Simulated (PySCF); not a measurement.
## Stretching HBr

Set-up: PySCF, no relativity, basis sets H 6-31G(d,p), Br 6-31G(d,p). Energies in eV from H + Br in their ground configurations at the same level. State: ¹Σ⁺ (singlet), closed shell.

All columns are LC-ωPBE. A positive dipole means H(−)Br(+).

```tsv
R (Å)	E (eV)	μ (D)	Mulliken charge on H (basis-dependent)	HOMO (eV)	LUMO (eV)	Mayer bond order	⟨S²⟩
1.223	-3.150	-1.11	0.15	-11.61	4.47	0.97	0.00
1.280	-3.542	-1.13	0.15	-11.58	3.98	0.96	0.00
1.337	-3.761	-1.14	0.16	-11.55	3.47	0.96	0.00
1.379	-3.837	-1.16	0.16	-11.53	3.09	0.96	0.00
1.422	-3.852	-1.17	0.16	-11.51	2.72	0.96	0.00
1.465	-3.818	-1.19	0.17	-11.49	2.35	0.96	0.00
1.522	-3.713	-1.20	0.17	-11.47	1.86	0.96	0.00
1.593	-3.510	-1.23	0.17	-11.45	1.28	0.96	0.00
1.678	-3.196	-1.27	0.17	-11.43	0.62	0.96	0.00
1.792	-2.710	-1.32	0.17	-11.40	-0.17	0.97	0.00
```

A fit through these points gives, at Re = 1.412 Å, μ = -1.17 D and dμ/dR = -0.323 D/Å; the reduced mass is 0.9951 u.

Q: How strong is the fundamental in the double-harmonic approximation, I = 42.26·(dμ/dR)²/μred km/mol?

A: I = 42.26·(-0.323)²/0.9951 = 4.43 km/mol at LC-ωPBE.
